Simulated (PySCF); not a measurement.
# Electron correlation in Zn¹²⁺ (zinc, charge +12)

Starting occupation: [Ar]. All numbers are calculated (PySCF 2.14, X2C-1e with screened-nucleus spin-orbit coupling, Gaussian nucleus, in an uncontracted even-tempered set (19 s from 0.27 bohr⁻², ratio 2.6; 14 p from 0.35 bohr⁻², ratio 2.6; 6 d from 0.36 bohr⁻², ratio 2.8; 3 f from 11 bohr⁻², ratio 2.8)). Frozen: [Ne]; 8 electrons correlated; the 58 highest virtual spinors left out.

MP2 pair energies summed by pair of shells (mhartree):

```
       pair   energy  share (%)
3p3/2-3p3/2  -108.53       37.7
3p1/2-3p3/2  -104.44       36.3
3p1/2-3p1/2   -27.96        9.7
3p3/2-3s1/2   -23.76        8.3
3p1/2-3s1/2   -12.05        4.2
3s1/2-3s1/2   -10.99        3.8
```

Total MP2 correlation energy: -287.74 mhartree.

The virtual space was cut to 50 spinors, which keep -272.30 of the -287.74 mhartree of MP2 correlation.

```csv
level,correlation energy (mhartree)
CCSD,-299.29
(T),-2.93
CCSD(T),-302.22
```

Diagnostics: T1 = 0.00090, largest double amplitude 0.049.

Problem. Is a single reference adequate?

Solution. Yes: T1 lies below 0.03 and no double amplitude reaches 0.07.

The coupled-cluster values are those of the cut space; adding the MP2 remainder, -15.44 mhartree, estimates the full space.
